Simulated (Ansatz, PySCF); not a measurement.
Molecule: sum formula H2SiO2Cl (charge 0, doublet). It need not be the lowest isomer of its formula. 
Geometry from a B3LYP-D3(BJ)/def2-TZVP (Ansatz, a program for electronic structure) optimisation:
SMILES: O[Si](O)Cl
```xyz
6

Si     0.1398    -0.0523     0.5727
Cl    -1.3069    -0.1180    -0.9231
O      0.9411     1.3879     0.5691
O      1.2641    -1.2010     0.2604
H      0.4302     2.1980     0.6574
H      2.1878    -0.9550     0.3806
```
Charge 0, spin multiplicity 2.

Dipole moments at this geometry, in debye (magnitudes).

```tsv
level	program	dipole (D)
PBE/def2-TZVPD	Ansatz	2.18
BLYP/def2-TZVPD	Ansatz	2.17
TPSSh/def2-TZVPD	PySCF	2.24
r2SCANh/def2-TZVPD	Ansatz	2.26
wB97M-V/def2-TZVPD	Ansatz	(withheld)
CCSD(T)/aug-cc-pV(D+d)Z	Ansatz	(withheld)
```

**Question.** Some entries are withheld; supply them.

**Answer.** 
- wB97M-V/def2-TZVPD, dipole (D): 2.24
- CCSD(T)/aug-cc-pV(D+d)Z, dipole (D): 2.23
